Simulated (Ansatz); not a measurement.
`CS[Si]SC` + H₂ → `CS[SiH]` + CH₃SH at 600 K and 1 bar (hydrogenolysis of the Si–S bond).

Gas-phase electronic energies from Ansatz, PBE0-D4/def2-TZVP geometries. CCSD(T)/CBS is the MP2 limit (def2-TZVPP, def2-QZVPP) plus CCSD(T) − MP2 in def2-TZVPP, frozen cores. This one scheme is used for every species. Each species was taken in one conformer, which may not be the lowest.

```
   species  CCSD(T)/CBS energy (Eh)  H − E (kJ/mol)  S (J/(mol·K))
`CS[Si]SC`              -1164.36184           274.3          462.9
        H₂                 -1.17544            43.9          150.8
 `CS[SiH]`               -727.28803           163.7          355.8
     CH₃SH               -438.22835           152.3          296.8
```

H − E and S are ideal-gas, rigid-rotor, harmonic terms from PBE0-D4/def2-TZVP, for one conformer and one mirror image of each species. The MP2-based limit puts H₂ 0.8 mEh under its directly extrapolated value; such offsets cancel only in part. 1 Eh = 2625.50 kJ/mol, R = 8.31446 J/(mol·K).

**Question.** By hand: ΔE, ΔH, ΔS and ΔG.

**Answer.** ΔE = (-727.28803) + (-438.22835) − (-1164.36184) − (-1.17544) = 0.02090 Eh = 54.9 kJ/mol. Δ(H − E) = 163.7 + 152.3 − 274.3 − 43.9 = -2.2, so ΔH = 52.7 kJ/mol. ΔS = 355.8 + 296.8 − 462.9 − 150.8 = 38.9 J/(mol·K). ΔG = 52.7 − 600 × (38.9)/1000 = 29.4 kJ/mol.

**Question.** By hand: the equilibrium constant, and the temperature at which ΔG would vanish if ΔH and ΔS stayed fixed.

**Answer.** log₁₀ K = −ΔG/(RT ln 10) = -2.6. ΔG = 0 at ΔH/ΔS = 1355 K.

TΔS isn't small against ΔH here. A doubt of 5 kJ/mol in ΔE shifts log₁₀ K by 0.4 here. Other conformers and mirror images would add mixing entropy, several J/(mol·K) or more a flexible species. These are equilibria of isolated gas molecules and say nothing of rates. Largest T1 diagnostic: 0.016 (customary marks: 0.02 for closed shells, 0.045 for open ones).
